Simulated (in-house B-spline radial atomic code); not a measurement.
## RPA and G0W0 on LDA VWN5: Xe⁶⁺

Configuration [Kr] 4d10 5s2, mean-field start LDA VWN5. Computed with a B-spline radial code for spherical atoms: all electrons, non-relativistic, point nucleus, each spin shell either full or empty, empty states to l = 9 with an (l + 1/2)⁻⁴ tail; G0W0 by contour deformation at full frequency.

Without relativity these are model numbers: it shifts the levels of so heavy an element strongly and can reorder them.

Command:
```bash
python run_gw.py task.json out
```
Settings (radii: box in bohr, nucleus in fm):
```
Z                        54
electrons                48
configuration            [Kr] 4d10 5s2
hamiltonian              nr
method                   lda,vwn
lmax                     9
spin_polarised           False
box_radius               9.29
intervals                52
ion_configuration        [Kr] 4d10 5s1
```

Cost of the run: 8.3 s on 1 thread of Arm Neoverse N1, with other jobs on the host.

Energies (hartree):

```csv
term,value
mean-field total,-7220.50414
Hartree-Fock functional on these orbitals,-7223.98761
direct second order,-4.3863
second-order exchange,1.194
SOSEX correction,1.1067
```

Problem. What is the RPA correlation energy, and what remains with SOSEX?

Solution. RPA gives -3.8459 hartree (-2.18 eV per electron); RPA + SOSEX gives -2.7392, and the second-order doubles -3.1924 hartree (no singles). SOSEX takes back 29 % of the RPA value.

Quasi-particle levels (eV):

| level | occupied | mean field | Σx - vxc | Σc | QP weight | G0W0 |
| --- | --- | --- | --- | --- | --- | --- |
| 5s | yes | -83.77 | -3.01 | ? | ? | ? |
| 4d | yes | -136.72 | -12.78 | 0.96 | 0.941 | -148.53 |
| 5p | no | -70.88 | 7.54 | -2.00 | 0.955 | -65.34 |

G0W0 = mean field + (Σx - vxc) + Σc, with Σc (partial-wave tail included) taken at the quasi-particle energy. Only the outer levels were computed. Levels of low weight are left out.

Problem. Where does G0W0 put 5s?

Solution. At -89.60 eV, with Σc = -2.82 eV and a quasi-particle weight of 0.959. The tabulated removal energy is 91.6 ± 0.5 eV (NIST, semi-empirical); the calculation leaves out relativity, Breit and QED terms, and what these don't explain is the method's own error.

Problem. What does it cost to remove one electron (to [Kr] 4d10 5s1) by differences of total energies, each species on its own start (correlation terms add to the Hartree-Fock functional)?

Solution. LDA VWN5 89.89 eV, Hartree-Fock functional 86.56 eV, + RPA 89.51 eV, + RPA + SOSEX 88.86 eV, + second order 90.52 eV. Tabulated: 91.6 ± 0.5 eV (NIST, semi-empirical); the calculation leaves out relativity, Breit and QED terms, and what these don't explain is the method's own error.
